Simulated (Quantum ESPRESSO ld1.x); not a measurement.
Q: All-electron atom: a nucleus of charge 8.9 with 7 electrons in [He] 2s2 2p3. Method: Dirac Kohn-Sham, relativistic LDA (MacDonald-Vosko exchange, VWN5 correlation), spin-unpolarised, spherical densities, point nucleus; open shells are shared between the two j in proportion to 2j + 1; computed with ld1.x of Quantum ESPRESSO 7.5. Some entries of the table are withheld. Estimate them.

orbital,occ.,eigenvalue (Ry),<r^2> (bohr^2)
1s1/2,2,-50.4412,(1)
2s1/2,2,(2),1.049
2p1/2,1,(3),1.047
2p3/2,2,(4),1.050

A: 
(1) 1s1/2 <r^2> (bohr^2): 0.04340
(2) 2s1/2 eigenvalue (Ry): -4.7370
(3) 2p1/2 eigenvalue (Ry): -3.4111
(4) 2p3/2 eigenvalue (Ry): -3.4051
